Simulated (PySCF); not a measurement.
## Calculated data, AlBH$_{2}$N

Computed with PySCF 2.14.0. Calculation on a computer-drawn molecule: vertical ionisation energy to the stated ion spin, frozen-core CCSD(T) at the basis limit and cheaper methods, single-reference cases, UHF for radicals, no spin-orbit; all values are single points at the evaluated structure, the first of each entry, which is the reference or a displaced copy of it and isn't optimised; the reference structure only sets the zero of the energies above reference; triples share is (T) over the correlation energy.

### AlBH$_{2}$N

Evaluated structure:
```xyz
5
AlBH2N
B     -2.0094    -1.9270    -0.7991
N     -1.3526    -0.9954    -1.0517
Al    -0.3989     0.7833    -1.3066
H     -2.3802    -3.0302    -0.4543
H      0.3695     2.1139    -1.7135
```

Reference structure:
```xyz
5
AlBH2N
B     -1.8637    -2.0399    -0.7602
N     -1.2790    -0.9461    -1.0297
Al    -0.5049     0.5018    -1.3866
H     -2.4026    -3.0476    -0.5121
H      0.2028     1.8255    -1.7129
```

It was run with charge 1, multiplicity 1, ion multiplicity 2, diffuse functions no, basis cc-pV(n+d)Z, reference is the Hartree-Fock double-zeta minimum, best is HF at quadruple zeta + MP2 correlation extrapolated from triple and quadruple zeta + CCSD(T) minus MP2 at triple zeta and basis step is the size of the change from the same recipe one zeta lower.

It finds ionisation energy best 16.38 eV; ionisation energy basis step 0.02491 eV; energy above reference best 41.86 kcal/mol; energy above reference basis step 0.004972 kcal/mol; ionisation energy Koopmans at triple zeta 16.85 eV; ionisation energy EOM CCSD at triple zeta 16.26 eV; total energy HF triple zeta -321.9682 hartree; total energy CCSD(T) triple zeta -322.3396 hartree; total energy best -322.3881 hartree; T1 diagnostic at triple zeta 0.01516; D1 diagnostic at triple zeta 0.02991; ion T1 diagnostic at triple zeta 0.01398; ion D1 diagnostic at triple zeta 0.02954; ion spin squared at triple zeta 0.76; triples share at triple zeta 0.04429; basis functions triple zeta 127.

Drawn bonds:
```tsv
atom	other atom	order
1	2	2
2	3	1
1	4	1
3	5	1
```

Triple zeta:
```tsv
method	ionisation energy (eV)	energy above reference (kcal/mol)
HF	14.45	46.97
PBE	16.4	39.66
r2SCAN	16.23	42.53
B3LYP	16.28	41.81
wB97X	16.14	43.51
MP2	16.47	42.51
CCSD	16.06	42.91
CCSD(T)	16.25	42.32
```
